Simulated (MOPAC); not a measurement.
A run for MOPAC: PM6 on AlTe, 2S+1 = 2, a spin state set in the input, which need not be the lowest, a point of a bond scan (R = 2.264 Å).

```
PM6 1SCF PRECISE CHARGE=0 UHF MS=0.5 THREADS=1
AlTe

Al     0.00000000 1     0.00000000 1     0.00000000 1
Te     0.00000000 1     0.00000000 1     2.26386600 1
```

It printed:

```
*******************************************************************************
 **                                                                           **
 **                              MOPAC v23.2.5                                **
 **                                                                           **
 *******************************************************************************
 ** MOPAC's Digital Object Identifier: https://doi.org/10.5281/zenodo.6511958 **
 **                                                                           **
 ** Please cite the open-source release paper for use of this MOPAC version:  **
 ** J. E. Moussa and J. J. P. Stewart (2026)                                  **
 ** MOPAC: An open-source semiempirical molecular orbital program             **
 ** J. Open Source Softw., 11(119), 8025, https://doi.org/10.21105/joss.08025 **
 *******************************************************************************

                              PM6 CALCULATION RESULTS

 *******************************************************************************
 *  PM6        - The PM6 Hamiltonian to be used
 *  UHF        - UNRESTRICTED HARTREE-FOCK CALCULATION
 *
 *
 *
 *                 CHARGE ON SYSTEM = 0
 *
 *
 *
 *  MS=        - IN MECI, MAGNETIC COMPONENT OF SPIN =  0.5
 *  PRECISE    - TIGHTER CRITERIA TO BE USED
 *  1SCF       - DO 1 SCF AND THEN STOP
 *  THREADS=1  - MULTI-THREADING NOT USED
 *  T=         - A TIME OF 172800.0 SECONDS REQUESTED
 *  DUMP=N     - RESTART FILE WRITTEN EVERY 7200.0 SECONDS REQUESTED
 *******************************************************************************
PM6 1SCF PRECISE CHARGE=0 UHF MS=0.5 THREADS=1
 AlTe

   ATOM   CHEMICAL          X               Y               Z
  NUMBER   SYMBOL      (ANGSTROMS)     (ANGSTROMS)     (ANGSTROMS)

     1      Al          0.00000000  *   0.00000000  *   0.00000000  *
     2      Te          0.00000000  *   0.00000000  *   2.26386600  *



          CARTESIAN COORDINATES

    NO.       ATOM           X           Y           Z

     1        Al          0.0000      0.0000      0.0000
     2        Te          0.0000      0.0000      2.2639

 General Reference for PM6:
 "Optimization of Parameters for Semiempirical Methods V: Modification of NDDO Approximations
 and Application to 70 Elements", J. J. P. Stewart, J. Mol. Mod., 13, 1173-1213 (2007)
 URL: https://link.springer.com/article/10.1007/s00894-007-0233-4

           Empirical Formula: Al Te  =     2 atoms



      MOLECULAR POINT GROUP   :   C*v


          UHF CALCULATION, NO. OF ALPHA ELECTRONS =    5
                           NO. OF BETA  ELECTRONS =    4

 -------------------------------------------------------------------------------
 PM6 1SCF PRECISE CHARGE=0 UHF MS=0.5 THREADS=1
 AlTe



     1SCF WAS SPECIFIED, SO BFGS WAS NOT USED
     SCF FIELD WAS ACHIEVED


                              PM6 CALCULATION
                                                       MOPAC v23.2.5 Linux




          FINAL HEAT OF FORMATION =         57.19114 KCAL/MOL =     239.28772 KJ/MOL


          COSMO AREA              =        106.28 SQUARE ANGSTROMS
          COSMO VOLUME            =         97.15 CUBIC ANGSTROMS

          IONIZATION POTENTIAL    =          8.366268 EV
          ALPHA SOMO LUMO (EV)    =         -8.366  0.230
          BETA  SOMO LUMO (EV)    =         -8.743 -1.312
          NO. OF ALPHA ELECTRONS  =          5
          NO. OF BETA  ELECTRONS  =          4
          MOLECULAR WEIGHT        =        154.5815         POINT GROUP:  C*v

          MOLECULAR DIMENSIONS (Angstroms)

            Atom       Atom       Distance
           Te     2   Al     1     2.26387
           Te     2   Al     1     0.00000
           Al     1   Te     2     0.00000


          SCF CALCULATIONS        =          1





   ATOM   CHEMICAL          X               Y               Z
  NUMBER   SYMBOL      (ANGSTROMS)     (ANGSTROMS)     (ANGSTROMS)

     1      Al          0.00000000  *   0.00000000  *   0.00000000  *
     2      Te          0.00000000  *   0.00000000  *   2.26386600  *

                             CARTESIAN COORDINATES

   1   Al        0.000000000     0.000000000     0.000000000
   2   Te        0.000000000     0.000000000     2.263866000


           Empirical Formula: Al Te  =     2 atoms



      MOLECULAR POINT GROUP   :   C*v


          ALPHA EIGENVALUES
 -70.28041 -14.56518  -8.88212  -8.88212  -8.36627   0.23017   0.23017   3.96705
 106.16859 106.16859 106.98275 107.26891 107.26891


           BETA EIGENVALUES
 -68.54805 -13.78554  -8.74317  -8.74317  -1.31238   0.28001   0.28001   4.49976
 107.65111 107.65111 109.61558 109.61558 111.38592


              NET ATOMIC CHARGES AND DIPOLE CONTRIBUTIONS

  ATOM NO.   TYPE          CHARGE      No. of ELECS.   s-Pop       p-Pop       d-Pop
    1         Al           0.327844        2.6722     1.36148     1.27952     0.03116
    2         Te          -0.327844        6.3278     1.93446     4.39338
 DIPOLE           X         Y         Z       TOTAL
 POINT-CHG.     0.000     0.000    -3.565     3.565
 HYBRID        -0.000     0.000    -0.225     0.225
 SUM           -0.000     0.000    -3.790     3.790


          ATOMIC ORBITAL ELECTRON POPULATIONS

     Atom    s        px        py        pz      x^2-y^2     xz        z^2       yz        xy
    1 Al   1.36148   0.32839   0.32839   0.62274   0.00000   0.00513   0.02089   0.00513   0.00000
    2 Te   1.93446   1.66648   1.66648   1.06042


                    (SZ)    =    0.500000
                    (S**2)  =    0.764553


          ATOMIC ORBITAL SPIN POPULATIONS

    Atom   Total    s     px     py     pz   x^2-y^2  xz     z^2    yz     xy
         Atomic
    1 Al  0.6461  0.209 -0.048 -0.048  0.533  0.000 -0.001  0.001 -0.001  0.000
    2 Te  0.3539  0.007  0.049  0.049  0.250

 **********************
 *                    *
 * JOB ENDED NORMALLY *
 *                    *
 **********************




 == MOPAC DONE ==
```

The run finished.

Cost: very roughly 0.03 core-seconds.
